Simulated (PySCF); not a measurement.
# Sb₂⁺: from constants to spectrum

MN15 constants of Sb₂⁺, ²Πu (doublet), unpaired electrons π ↑ (basis Sb def2-TZVPPD with ECP28; scalar-relativistic core potentials; PySCF 2.14; masses 120.9038 and 120.9038 u):

```
ωe              : 265.9 cm⁻¹
ωexe            : 0.392 cm⁻¹
Be              : 0.042744 cm⁻¹
αe              : 8.76e-05 cm⁻¹
D (centrifugal) : 4.42e-09 cm⁻¹
De to Sb⁺ + Sb  : 3.08 eV
```

Give the vibrational terms G(v) and spacings up to v = 6.

G(v) = ωe(v+½) − ωexe(v+½)².

```
v  G(v) (cm⁻¹)  G(v) − G(v−1)  Bv (cm⁻¹)
0        132.9                   0.04270
1        398.0          265.1    0.04261
2        662.3          264.3    0.04253
3        925.8          263.5    0.04244
4       1188.6          262.8    0.04235
5       1450.6          262.0    0.04226
6       1711.8          261.2    0.04217
```

How well does the Morse estimate ωe²/(4ωexe) reproduce De, and what is D0?

It gives 5.59 eV, 182 % of the computed De. D0 = De − G(0) = 3.08 − 0.02 = 3.06 eV.

Spin–orbit coupling is left out, which matters for elements this heavy, above all for dissociation energies. The state was picked by a PBE0 search and need not be the measured ground state.
